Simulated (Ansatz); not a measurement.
Gas-phase electronic energies from Ansatz, PBE0-D4/def2-TZVP geometries. CBS: MP2 limit from def2 TZ/QZ plus the TZ coupled-cluster correction, frozen cores. This one scheme is used for every species. DFT in def2-TZVPP. B3LYP here is the variant with VWN-RPA as its local correlation; programs differ in this. Each species was taken in one conformer, which may not be the lowest.

Consider the ligand exchange at the Si–O bond: `[SiH3]OBCl` + `C=C[Si](N)(O)F` → `C=C[Si](N)(F)O[SiH3]` + `OBCl`.

| level | ΔE (kcal/mol) | difference from CCSD(T)/CBS |
| --- | --- | --- |
| PBE-D4 | -4.4 | 0.1 |
| r2SCAN-D4 | -4.6 | -0.1 |
| PBE0-D4 | -4.9 | -0.4 |
| B3LYP-D4 | -5.1 | -0.6 |
| ωB97X-V | -4.8 | -0.3 |
| ωB97M-V | -4.7 | -0.2 |
| B2PLYP | -4.6 | -0.1 |
| PBE | -4.1 | 0.4 |
| r2SCAN | -4.4 | 0.1 |
| PBE0 | -4.5 | 0.0 |
| B3LYP | -4.7 | -0.2 |
| HF/def2-TZVPP | -5.5 | -1.0 |
| MP2/def2-TZVPP | -4.4 | 0.1 |
| SCS-MP2/def2-TZVPP | -4.6 | -0.1 |
| CCSD/def2-TZVPP | -4.8 | -0.3 |
| CCSD(T)/def2-TZVPP | -4.6 | -0.1 |
| HF/def2-QZVPP | -5.6 | -1.1 |
| MP2/def2-QZVPP | -4.4 | 0.1 |
| SCS-MP2/def2-QZVPP | -4.6 | -0.1 |
| HF/CBS(def2) | -5.7 | -1.2 |
| MP2/CBS(def2) | -4.3 | 0.2 |
| CCSD/CBS(def2) | -4.7 | -0.2 |
| CCSD(T)/CBS | -4.5 | 0 |

Largest T1 diagnostic among the species: 0.012.

In def2-TZVPP, CCSD(T) changes the Hartree–Fock value by +0.9 kcal/mol (the triples alone add +0.2 kcal/mol) and MP2 by +1.1 kcal/mol.
